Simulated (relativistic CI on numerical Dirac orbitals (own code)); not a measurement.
## V²⁺ in a cubic cluster: 3s photoemission with charge transfer

Computed with a charge-transfer multiplet model of a cubic metal-ligand cluster with up to 2 ligand holes, Slater and spin-orbit integrals from Dirac-Coulomb-Breit ions, Slater integrals scaled by 0.8. The parameters are those of a tetrahedral site (10Dq negative, t2 hopping the larger). The ground state mixes d3 with configurations of k ligand holes L, whose averages lie at kΔ + k(k − 1)U_dd/2; a core hole lowers each added d electron by U_cd. 20 K, Lorentzian 1.4 eV and Gaussian 0.8 eV FWHM.

Atomic integrals in eV (Slater integrals scaled, ζ unscaled), ground: F2dd 7.134, F4dd 4.434, zeta_d 0.019; with the core hole: F2dd 8.156, F4dd 5.114, zeta_d 0.026, G2cd 8.402.

Cluster parameters (eV): U_dd = 6.1, U_cd = 6.9, 10Dq = -0.35, 10Dq(ligand) = 0, V(eg) = 1.2, V(t2g) = -2.04, final-state hopping factor = 0.8.

Weights, n_d and S are thermal averages at 20 K. Binding energies count from the first peak over 30 % of the highest in each spectrum, which can be another peak from case to case. The parameters are a model scan and need not match a compound or its usual spin state. Peaks in eV (height, largest 100): 0.0 (100), 4.1 (42), 7.8 (73), 14.3 (16).

(1) Which parameters give this spectrum?
A. Δ = 5.9 eV
B. Δ = 3.9 eV
C. Δ = 2.9 eV

Results:

(1) A. Δ = 5.9 eV; the ground state then has 3.34 d electrons and S = 1.50. The choice follows from running the model for each set and comparing peak positions and heights. Without intra-shell correlation the exchange splitting of the 3s hole comes out too large.
